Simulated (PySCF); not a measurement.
Mg2O, SMILES [Mg][O][Mg] (connectivity only; charge and spin as stated), neutral, multiplicity 1.

Coordinates come from a PBE0-D3(BJ)/def2-TZVP optimisation.

The numbers are results of TDA-PBE/def2-TZVPD run with PySCF, not measurements.

Vertical excitations; the highest root listed may be one member of a degenerate set. Isolated molecule, no solvent. State labels are in the subgroup D2h.

```csv
state,symmetry,energy (eV),λ (nm),f,main pairs
S1,B3g,2.36,525,0.000,HOMO−2→LUMO (degenerate set)
S2,B2g,2.36,525,0.000,HOMO−1→LUMO (degenerate set)
S3,B1u,3.23,384,2.152,HOMO→LUMO 76 %
S4,B3u,3.50,354,0.525,HOMO→LUMO+2 (degenerate set)
S5,B2u,3.50,354,0.525,HOMO→LUMO+1 (degenerate set)
S6,B3g,3.55,349,0.000,HOMO→LUMO+4 (degenerate set)
S7,B2g,3.55,349,0.000,HOMO→LUMO+3 (degenerate set)
S8,Ag,3.95,314,0.000,HOMO→LUMO+5 92 %
S9,B1u,4.41,281,0.037,HOMO→LUMO+6 87 %
S10,Ag,4.53,274,0.000,"HOMO−3→LUMO 62 %, HOMO−2→LUMO+1 15 %, HOMO−1→LUMO+2 15 %"
T1,B3g,2.14,578,0,HOMO−2→LUMO (degenerate set)
T2,B2g,2.14,578,0,HOMO−1→LUMO (degenerate set)
T3,B3u,2.69,461,0,HOMO→LUMO+2 (degenerate set)
T4,B2u,2.69,461,0,HOMO→LUMO+1 (degenerate set)
```
Triplets are in the Tamm–Dancoff approximation.
